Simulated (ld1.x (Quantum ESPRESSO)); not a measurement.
# Building the ultrasoft potential for nitrogen (N) (LDA (PZ), fully relativistic).

| Quantity | Value |
| --- | --- |
| Element | nitrogen |
| Generator | ld1.x (Quantum ESPRESSO) 7.5 |
| Type | ultrasoft |
| Functional | LDA (PZ) |
| Relativity | fully relativistic |
| Frozen core | [He] |
| Valence charge | 5 |
| Reference configuration | 2s2 2p3 |
| Partial waves | 2s (bound): rcut 0.90, rcutus 1.20 bohr; 2s channel at -0.6 Ry: rcut 0.90, rcutus 1.20 bohr; 2p (bound): rcut 1.15, rcutus 1.45 bohr; 2p channel at 1.35 Ry: rcut 1.15, rcutus 1.45 bohr; 3d channel at 0.05 Ry: rcut 1.10, rcutus 1.50 bohr; 3d channel at 0.35 Ry: rcut 1.10, rcutus 1.50 bohr |
| Local potential | all-electron potential smoothed inside 1.45 bohr (lloc = -2) |
| Core correction | none |
| Augmentation charge | PSQ, radius 0.80 bohr |

Open shells are filled in proportion to 2j + 1 (rel_dist='average').

All-electron outer shells of the reference configuration (LDA (PZ), scalar-relativistic, ld1.x):

```
shell  level (eV)  outermost node (bohr)  outermost maximum (bohr)
   1s     -381.53                      –                      0.15
   2s      -18.42                   0.32                      1.02
   2p       -7.24                      –                      0.97
```

Problem. Estimate the cutoffs (Ry, on a coarse ladder) from which the occupation-weighted sum of valence levels, in a spherical-Bessel basis at the reference potential, stays within 10 and 1 mRy of its value at 400 Ry.

Solution. 30 Ry and 40 Ry.

Problem. What does a ghost test show?

Solution. No extra level below or beside the all-electron valence levels (s, p1/2, p3/2, d3/2, d5/2, f tested).

Problem. Is the overlap operator S = 1 + Σ q|β⟩⟨β| positive definite (Bessel basis up to 400 Ry)?

Solution. Yes: its lowest eigenvalue is 0.52 (s channel).

Problem. Which valence shell sets the plane-wave cutoff?

Solution. 2p: its level needs 35 Ry to come within 1 mRy, against 21 Ry for 2s.

Problem. Tests: 2s2 2p2; 2s2 2p1; 2s2 2p0; 2s2 2p2.5; 2s0 2p5; 2s1 2p0; 2s1 2p3. Which has the largest error in its energy relative to the reference configuration, and how large is it?

Solution. 2s1 2p0, with +576 meV (all-electron minus pseudo) on +167.34 eV.
